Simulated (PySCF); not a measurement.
**Simulated characterisation data**

- geometry from PBE0-D3(BJ)/def2-SVP
- shieldings: GIAO PBE0/pcSseg-1
- couplings computed with B3LYP/pcJ-1 (spin–dipole term left out of most H,H and C,H couplings)
- program: PySCF
- non-relativistic Hamiltonian, no solvent model, single conformer, fast rotation and ring inversion assumed for equivalent nuclei

δ = σ(ref) − σ, references computed at the same level: 1H, 13C vs TMS. Multiplet labels drop J under 1 Hz and among equivalent protons, and merge close values. Unscaled 3J(H,H) run several per cent high. Couplings to H on boron are left out. Carbons bonded to boron are broad in practice. Shifts are as computed. Against solution values, carbons near 30 ppm lie about +2 ppm off and those near 130 ppm about +5 ppm. Of 1313 compounds with measured shifts, 239 miss one by over three times the rms of a fit or turn the order of signals round; such compounds aren't used in these exercises. OH and NH positions are gas-phase values without hydrogen bonding to other molecules.

Compound 1 (C₉H₇BF₂). 1H NMR (400 MHz, computed): δ 8.09 (m, 1H), 7.80 (t, J = 2.6 Hz, 1H), 7.60 (m, 1H), 7.51 (m, 1H), 7.39 (m, 1H), 3.58 (dd, J = 2.6, 1.1 Hz, 2H). 13C{1H} NMR (computed): δ 167.6 (t, J = 10.1 Hz), 149.6 (t, J = 2.0 Hz), 148.1, 139.5 (t, J = 38.0 Hz), 132.6, 131.1, 128.8, 128.4, 44.0. Structure: `C1=CC=C2CC=C(B(F)F)C2=C1`.

Compound 2 (C₂H₈B₃N₃O). 1H NMR (400 MHz, computed): δ 5.82 (br s, 2H), 5.40 (br, 2H), 4.76 (br, 1H), 2.33 (s, 3H). 13C{1H} NMR (computed): δ 179.9 (C), 27.1 (CH3). Structure: SMILES CC(=O)N1BNBNB1.
